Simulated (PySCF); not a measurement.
2-methyl-3-butenoic acid, C5H8O2.
Geometry (GFN2-xTB, Å), atoms numbered from 1 in this order:
```xyz
15
C5H8O2 angstrom
C      2.2405    0.1089    0.1162
C      1.0765   -0.2850   -0.3633
C     -0.2390   -0.0804    0.3385
C     -1.0269   -1.3876    0.4166
C     -0.9972    0.9429   -0.4852
O     -1.6118    0.7176   -1.4914
O     -0.8757    2.1745    0.0258
H      2.3238    0.6095    1.0670
H      3.1601   -0.0559   -0.4189
H      1.0030   -0.7798   -1.3221
H     -0.0665    0.3405    1.3318
H     -1.2876   -1.7197   -0.5851
H     -1.9447   -1.2459    0.9823
H     -0.4291   -2.1548    0.9019
H     -1.3299    2.8230   -0.5359
```

The closed-shell ground state was solved at several levels (PySCF, density fitting, gas phase, non-relativistic).

```csv
level,basis functions,total energy (Eh),HOMO (eV),LUMO (eV),gap (eV),dipole (D)
PBE0/pcSseg-1,159,-345.3608,-7.63,-0.32,7.31,1.57
B3LYP/pcJ-1,269,-345.8129,-7.37,-0.54,6.83,1.55
```

Estimate the row for CAM-B3LYP/def2-SVPD, a basis of 210 functions; the other rows only guide the guess.

Total energy -345.3991 Eh, HOMO -9.07 eV, LUMO 0.66 eV, gap 9.73 eV, dipole 1.67 D.

Over all these levels, which gives the widest orbital gap and which the narrowest?

CAM-B3LYP/def2-SVPD (range-separated hybrid) has the widest, 9.73 eV, and B3LYP/pcJ-1 (global hybrid, 20 % exact exchange) the narrowest, 6.83 eV. Functional and basis both differ between the two, so the spread mixes both effects.

How far do the dipole and the HOMO energy spread over the levels?

The dipole runs from 1.55 to 1.67 D (mean 1.60 D) and the HOMO from -9.07 to -7.37 eV.

One conformer stands for the species.
